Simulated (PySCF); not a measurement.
Isomers of C7H13NSi, from PBE0-D3(BJ)/def2-SVP geometry optimisation, gas phase (PySCF). One conformer each, no zero-point energy, no frequencies.

**Question.** Which isomer lies lowest at this level?
A. `[CH2:1]=[C:2]([CH3:3])/[CH:4]=[N:5]\[SiH2:6][C:7](=[CH2:8])[CH3:9]` with C1–C2–C4–N5 -38°, C4–N5–Si6–C7 98°, N5–Si6–C7–C8 -1°: A = 2736, B = 704.2, C = 668.2 MHz, dipole 2.10 D
B. `[CH3:1][C:2]#[C:3][C@H:4]1[CH2:5][CH2:6][N:7]([SiH3:8])[CH2:9]1` with C3–C4–C5–C6 105°, C4–C5–C6–N7 36°, C5–C6–N7–Si8 155°, C6–N7–C9–C4 32°: A = 3467, B = 581.2, C = 545.4 MHz, dipole 1.17 D
C. `[CH3:1][CH2:2][c:3]1[cH:4][c:5]([CH3:6])[n:7]([SiH3:8])[cH:9]1` with C1–C2–C3–C4 -68°: A = 2665, B = 800.2, C = 652.6 MHz, dipole 1.25 D
D. `[CH3:1][C:2]#[C:3][Si:4]1([N:5]([CH3:6])[CH3:7])[CH2:8][CH2:9]1` with C3–Si4–N5–C6 -81°: A = 1659, B = 864.0, C = 679.8 MHz, dipole 1.66 D
E. `[CH:1]#[C:2][C@@H:3]1[CH2:4][Si@@H:5]([NH2:6])[CH2:7][C@H:8]1[CH3:9]` with C4–Si5–N6–H -67° and 159°, C2–C3–C4–Si5 -166°, C3–C4–Si5–N6 -96°, C4–Si5–C7–C8 9°, Si5–C7–C8–C9 -160°: A = 2263, B = 940.1, C = 737.7 MHz, dipole 1.71 D

**Answer.** C. That is `c1n(c(C)cc1CC)[SiH3]`, 28.5 kcal/mol below the next.

```csv
SMILES,mapped SMILES,E (Eh),relative (kcal/mol),relative (kJ/mol),dipole (D)
CCc1cc(C)n([SiH3])c1,[CH3:1][CH2:2][c:3]1[cH:4][c:5]([CH3:6])[n:7]([SiH3:8])[cH:9]1,-618.00547,0.0,0.0,1.25
C#C[C@@H]1C[Si@@H](N)C[C@H]1C,[CH:1]#[C:2][C@@H:3]1[CH2:4][Si@@H:5]([NH2:6])[CH2:7][C@H:8]1[CH3:9],-617.95998,28.5,119.4,1.71
C=C(C)/C=N\[SiH2]C(=C)C,[CH2:1]=[C:2]([CH3:3])/[CH:4]=[N:5]\[SiH2:6][C:7](=[CH2:8])[CH3:9],-617.93609,43.5,182.2,2.10
CC#C[C@H]1CCN([SiH3])C1,[CH3:1][C:2]#[C:3][C@H:4]1[CH2:5][CH2:6][N:7]([SiH3:8])[CH2:9]1,-617.92868,48.2,201.6,1.17
CC#C[Si]1(N(C)C)CC1,[CH3:1][C:2]#[C:3][Si:4]1([N:5]([CH3:6])[CH3:7])[CH2:8][CH2:9]1,-617.91186,58.7,245.8,1.66
```

As drawn, the lowest has an aromatic ring, which the highest lacks; the highest has a three-membered ring, a C≡C bond and an Si–C bond, which the lowest lacks.
